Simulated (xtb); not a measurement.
CH3Be (SMILES [Be+][CH3]), charge +1, singlet, geometry from GFN2-xTB (such geometries of metal compounds can be far from the true shape); GFN1-xTB (xtb).

Here is a job for xtb.
```
$ xtb mol.xyz --gfn 1 --chrg 1 --json

# file mol.xyz
5

Be    -0.87759202    -0.53854405    -0.72562287
C      0.27844652     0.17087179     0.23022904
H      0.87946345    -0.51977720     0.85011061
H     -0.09394812     0.89853793     0.97473878
H      1.05417361     0.75018474    -0.30373214
```

Write the output that xtb gives for this input, abridged.


```
   ID    Z sym.   atoms
    1    4 Be     1
    2    6 C      2
    3    1 H      3-5

           -------------------------------------------------
          |                Calculation Setup                |
           -------------------------------------------------

           -------------------------------------------------
          |                 G F N 1 - x T B                 |
           -------------------------------------------------

          ...................................................
          :                      SETUP                      :
          :.................................................:
          :  # basis functions                  14          :
          :  # atomic orbitals                  14          :
          :  # shells                           10          :
          :  # electrons                         8          :
          :  # halogen bonds                     0          :
          :  max. iterations                   250          :
          :  Hamiltonian                  GFN1-xTB          :
          :  restarted?                      false          :
          :  GBSA solvation                  false          :
          :  PC potential                    false          :
          :  electronic temp.          300.0000000     K    :
          :  accuracy                    1.0000000          :
          :  -> integral cutoff          0.2500000E+02      :
          :  -> integral neglect         0.1000000E-07      :
          :  -> SCF convergence          0.1000000E-05 Eh   :
          :  -> wf. convergence          0.2000000E-04 e    :
          :  Broyden damping             0.4000000          :
          :  net charge                          1          :
          :  unpaired electrons                  0          :
          ...................................................

 iter      E             dE          RMSdq      gap      omega  full diag
   1     -4.0015540 -0.400155E+01  0.755E+00    2.31       0.0  T
   2     -4.0030351 -0.148111E-02  0.436E+00    2.13       1.0  T
   3     -4.0012785  0.175657E-02  0.932E-01    2.38       1.0  T
   4     -4.0034944 -0.221588E-02  0.189E-01    2.22       1.0  T
   5     -4.0035385 -0.440554E-04  0.122E-02    2.20       3.7  T
   6     -4.0035391 -0.640644E-06  0.126E-03    2.20      35.5  T
   7     -4.0035391  0.338249E-08  0.814E-04    2.20      54.9  T
   8     -4.0035391 -0.373316E-08  0.825E-07    2.20   54190.1  T
   9     -4.0035391  0.177636E-14  0.779E-08    2.20  100000.0  T

   *** convergence criteria satisfied after 9 iterations ***

         :::::::::::::::::::::::::::::::::::::::::::::::::::::
         ::                     SUMMARY                     ::
         :::::::::::::::::::::::::::::::::::::::::::::::::::::
         :: total energy              -3.943775390033 Eh    ::
         :: gradient norm              0.026401513971 Eh/a0 ::
         :: HOMO-LUMO gap              2.198307832107 eV    ::
         ::.................................................::
         :: SCC energy                -4.003539114651 Eh    ::
         :: -> electrostatic           0.134083591209 Eh    ::
         :: repulsion energy           0.060631846179 Eh    ::
         :: dispersion energy         -0.000868121561 Eh    ::
         :: halogen bond corr.         0.000000000000 Eh    ::
         :: add. restraining           0.000000000000 Eh    ::
         :: total charge               1.000000000000 e     ::
         :::::::::::::::::::::::::::::::::::::::::::::::::::::

           -------------------------------------------------
          |                Property Printout                |
           -------------------------------------------------

    * Orbital Energies and Occupations

         #    Occupation            Energy/Eh            Energy/eV
      -------------------------------------------------------------
         1        2.0000           -0.8432789             -22.9468
         2        2.0000           -0.7334396             -19.9579
         3        2.0000           -0.7334396             -19.9579
         4        2.0000           -0.7010782             -19.0773 (HOMO)
         5                         -0.6202919             -16.8790 (LUMO)
         6                         -0.5126415             -13.9497
         7                         -0.5126415             -13.9497
         8                         -0.3355873              -9.1318
         9                         -0.2607571              -7.0956
        10                         -0.2607571              -7.0956
        11                          0.0008446               0.0230
        12                          0.0008446               0.0230
        13                          0.0244035               0.6641
        14                          0.2609518               7.1009
      -------------------------------------------------------------
                  HL-Gap            0.0807863 Eh            2.1983 eV
             Fermi-level           -0.6606850 Eh          -17.9782 eV

  Mulliken/CM5 charges         n(s)   n(p)   n(d)
     1Be    0.85352  0.95481   0.704  0.442  0.000
     2C    -0.26680 -0.49979   1.050  3.217  0.000
     3H     0.13776  0.18166   0.862  0.000  0.000
     4H     0.13776  0.18166   0.862  0.000  0.000
     5H     0.13776  0.18166   0.862  0.000  0.000

Wiberg/Mayer (AO) data.
largest (>0.10) Wiberg bond orders for each atom

 ---------------------------------------------------------------------------
     #   Z sym  total        # sym  WBO       # sym  WBO       # sym  WBO
 ---------------------------------------------------------------------------
     1   4 Be   1.490 --     2 C    1.274
     2   6 C    3.979 --     1 Be   1.274     4 H    0.902     3 H    0.902
                             5 H    0.902
     3   1 H    0.978 --     2 C    0.902
     4   1 H    0.978 --     2 C    0.902
     5   1 H    0.978 --     2 C    0.902
 ---------------------------------------------------------------------------

Topologies differ in total number of bonds
Writing topology from bond orders to xtbtopo.mol

 dipole moment from electron density (au)
     X       Y       Z
  -1.6696  -1.0246  -1.3805  total (Debye):    6.091

           -------------------------------------------------
          | TOTAL ENERGY               -3.943775390033 Eh   |
          | GRADIENT NORM               0.026401513971 Eh/α |
          | HOMO-LUMO GAP               2.198307832107 eV   |
           -------------------------------------------------

normal termination of xtb
```
